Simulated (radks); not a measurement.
Values are calculated unless marked as measured or tabulated.
The caesium ion Cs2+ inside a hard spherical wall (all orbitals vanish at R), configuration held at [Kr] 4d10 5s2 5p5 and not refilled when levels cross. Code: a radial shooting solver on a logarithmic mesh with Libxc functionals. Model: scalar-relativistic Kohn-Sham, PBE, spin-unpolarised, spherical densities, finite nucleus; Fermi nuclear charge, rms radius 4.8041 fm. Eigenvalues in eV, with the zero of energy where the potential of the charges vanishes at infinity; a dash marks a level that is unbound or too diffuse for the functional's potential to be trusted. A positive occupied level is held by the wall or, in an anion where self-interaction has pushed it up, behind a barrier. The pressure on the wall is -dE/dV.

R (bohr)	E (hartree)	kinetic (hartree)	e(4p)	e(4d)	e(5s)	e(5p)	e(5d, empty)	e(6s, empty)	pressure (GPa)
free	-7785.6232	8202.475	-177.79	-91.176	-42.622	-28.771	-12.314	-11.916	0
15	-7785.6232	8202.475	-177.79	-91.176	-42.622	-28.771	-12.314	-11.916	< 0.0001
10	-7785.6232	8202.475	-177.79	-91.176	-42.622	-28.771	-12.313	-11.906	< 0.0001
8	-7785.6232	8202.475	-177.79	-91.175	-42.622	-28.770	-12.291	-11.776	0.000843
7	-7785.6231	8202.477	-177.78	-91.170	-42.618	-28.766	-12.220	-11.444	0.0136
5	-7785.6089	8202.625	-177.40	-90.795	-42.331	-28.449	-10.964	-7.121	3.10
3.5	-7785.2068	8205.278	-172.76	-86.277	-38.666	-23.952	-2.227	16.673	175
2.5	-7781.7812	8220.862	-156.44	-70.633	-20.414	-1.069	31.712	97.743	3300
2	-7772.8763	8255.029	-133.98	-48.696	17.834	44.580	90.133	226.62	18900
